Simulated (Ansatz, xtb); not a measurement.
**Relative energy of two isomers of C3H12Si2**

Structure I is `CCC([SiH3])[SiH3]`, a singlet and structure II is `CC(C)([SiH3])[SiH3]`, a singlet. Both are isolated molecules in the gas phase, relaxed with B3LYP/def2-SVP, each in the lowest conformer that the search found.

Energies in hartree; the thermal terms are from GFN2-xTB frequencies at re-optimised GFN2-xTB minima (ideal gas, soft modes damped towards free rotors, one conformer each, 298.15 K, 1 atm) and include the zero-point energy:

|  | I | II |
| --- | --- | --- |
| E, CCSD(T)/def2-SVP | −698.935798 | −698.934267 |
| E, MP2/def2-SVP | −698.829966 | −698.829048 |
| E, MP2/def2-TZVPP | −699.309776 | −699.309165 |
| zero-point energy | 0.130519 | 0.130125 |
| H(298 K) − E | 0.140685 | 0.140351 |
| G(298 K) − E | 0.097178 | 0.098272 |

Task: Correct the CCSD(T) difference for the basis set by the MP2 change, then work out ΔE, ΔE₀, ΔH and ΔG for I → II in kJ/mol (1 Eh = 2625.50 kJ/mol) and the equilibrium ratio [II]/[I].

Result: 1. Differences II − I: CCSD(T) +0.001531, MP2 in the small set +0.000918, MP2 in the large set +0.000611 Eh.
2. ΔE = +0.001531 + (+0.000611 − (+0.000918)) = +0.001224 Eh = +3.21 kJ/mol.
3. ΔE₀ = ΔE + ΔZPE = +0.001224 + (−0.000394) Eh = +2.18 kJ/mol.
4. ΔH = ΔE + (−0.000334) Eh = +2.34 kJ/mol.
5. ΔG = ΔE + (+0.001094) Eh = +6.09 kJ/mol, so ΔS = (ΔH − ΔG)/T = −12.6 J/(mol K).
6. kT = 0.9442 mEh, so K = [II]/[I] = exp(−ΔG/kT) = exp(−2.46) ≈ 0.086.

The sums favour I, but ΔE leans on the basis-set step (CCSD(T) alone has the other sign or is under 1 kcal/mol), so the order isn't settled. An error of 4 kJ/mol in ΔG would change K by a factor of 5. Mirror images and further conformers aren't counted.

As drawn, both hold the same kinds of bond in the same numbers. Structure I has 1 methyl group, II 2.

Other levels gave ΔE = +2.7 (GFN2-xTB); +9.7 (HF/STO-3G, GFN2-xTB geometries); +5.5 (r2SCAN-D4/def2-SVP, GFN2-xTB geometries); +10.0 (B3LYP/def2-SVP); +12.4 (HF/def2-SVP); +2.4 (MP2/def2-SVP); +4.0 (CCSD(T)/def2-SVP) kJ/mol. The correlated steps freeze 13 core orbitals. Programs: Ansatz 0.2.0, xtb 6.7.1.
